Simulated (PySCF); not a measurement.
# Telling settings apart by their effects on LDA/def2-SVPD results

PySCF (TDDFT excitations, density fitting), isolated neutral molecules in closed-shell states, PBE0-D3(BJ)/def2-SVP geometries kept fixed through all settings. Starting from LDA/def2-SVPD, one thing was changed at a time: the functional to PBE0, the functional to PBE, the functional to CAM-B3LYP, the functional to HF.

Changes against LDA/def2-SVPD in 7 molecules:

```csv
molecule,changed to,mean static polarisability (au),lowest triplet excitation energy (Tamm–Dancoff) (eV),lowest singlet excitation energy (eV),HOMO energy (eV)
C/C=C\C=C\C,PBE0,-3.8,-0.22,+0.30,-0.80
C/C=C\C=C\C,PBE,-1.1,-0.17,+0.03,+0.16
C/C=C\C=C\C,CAM-B3LYP,-4.6,-0.15,+0.41,-2.00
C/C=C\C=C\C,HF,-6.5,-0.59,+0.70,-2.81
C#CB(Cl)Cl,PBE0,-3.3,+0.15,+0.39,-1.13
C#CB(Cl)Cl,PBE,-0.4,-0.01,+0.05,+0.16
C#CB(Cl)Cl,CAM-B3LYP,-3.9,+0.27,+0.49,-2.48
C#CB(Cl)Cl,HF,-7.8,-0.04,+0.53,-3.97
CC1=CCC=C1,PBE0,-2.9,-0.27,+0.20,-0.83
CC1=CCC=C1,PBE,-0.9,-0.21,-0.02,+0.18
CC1=CCC=C1,CAM-B3LYP,-3.3,-0.22,+0.27,-2.09
CC1=CCC=C1,HF,-5.4,-0.76,+0.39,-2.86
C#CC1(C)CC1,PBE0,-3.2,-0.21,+0.21,-0.98
C#CC1(C)CC1,PBE,-0.8,-0.18,+0.04,+0.17
C#CC1(C)CC1,CAM-B3LYP,-3.6,-0.13,+0.19,-2.31
C#CC1(C)CC1,HF,-6.3,-0.76,-0.10,-3.59
C#C[BH2-][S+](C)C,PBE0,-4.6,-0.08,+0.51,-1.04
C#C[BH2-][S+](C)C,PBE,-1.4,-0.11,-0.03,+0.15
C#C[BH2-][S+](C)C,CAM-B3LYP,-5.4,+0.02,+0.56,-2.38
C#C[BH2-][S+](C)C,HF,-9.3,-0.61,+0.37,-3.75
CC=C=CCC,PBE0,-3.9,-0.29,+0.30,-1.01
CC=C=CCC,PBE,-1.1,-0.22,+0.02,+0.13
CC=C=CCC,CAM-B3LYP,-4.4,-0.23,+0.40,-2.34
CC=C=CCC,HF,-6.6,-0.82,+0.81,-3.56
C#CC(=C)CC,PBE0,-3.1,-0.22,+0.38,-0.84
C#CC(=C)CC,PBE,-0.9,-0.18,+0.01,+0.19
C#CC(=C)CC,CAM-B3LYP,-3.5,-0.14,+0.53,-2.10
C#CC(=C)CC,HF,-5.4,-0.63,+0.54,-3.05
```

For `C1=C[C@H]2C[C@H]2C1` the LDA/def2-SVPD run gave mean static polarisability 67.4 au, lowest triplet excitation energy (Tamm–Dancoff) 4.26 eV, lowest singlet excitation energy 5.77 eV, HOMO energy -5.68 eV. The changed runs lost their labels:

| run | mean static polarisability (au) | lowest triplet excitation energy (Tamm–Dancoff) (eV) | lowest singlet excitation energy (eV) | HOMO energy (eV) |
| --- | --- | --- | --- | --- |
| A | 62.3 | 3.49 | 6.74 | -8.98 |
| B | 64.4 | 4.05 | 6.36 | -7.93 |
| C | 66.7 | 4.06 | 5.79 | -5.53 |
| D | 64.7 | 4.00 | 6.23 | -6.62 |

Question: Which run belongs to which change?

Answer: A: HF; B: CAM-B3LYP; C: PBE; D: PBE0.

| run | change of mean static polarisability (au), here / mean of the others | change of lowest triplet excitation energy (Tamm–Dancoff) (eV), here / mean of the others | change of lowest singlet excitation energy (eV), here / mean of the others | change of HOMO energy (eV), here / mean of the others | next best match |
| --- | --- | --- | --- | --- | --- |
| A | -5.1 / -6.8 | -0.77 / -0.60 | +0.97 / +0.46 | -3.30 / -3.37 | CAM-B3LYP |
| B | -3.0 / -4.1 | -0.21 / -0.08 | +0.59 / +0.41 | -2.25 / -2.24 | PBE0 |
| C | -0.7 / -0.9 | -0.20 / -0.15 | +0.02 / +0.01 | +0.15 / +0.16 | PBE0 |
| D | -2.7 / -3.5 | -0.26 / -0.16 | +0.46 / +0.33 | -0.94 / -0.95 | CAM-B3LYP |

Each run is given to the change whose mean effect on the other molecules lies nearest, every quantity measured in units of its scatter between molecules.

Question: Would one quantity have been enough? Give each run to the change with the nearest mean effect on that quantity alone.

Answer: HOMO energy: 4 of 4 runs rightly; mean static polarisability: 2 of 4 runs rightly; lowest triplet excitation energy (Tamm–Dancoff): 2 of 4 runs rightly; lowest singlet excitation energy: 2 of 4 runs rightly.

Only sets that this rule tells apart clearly are shown.
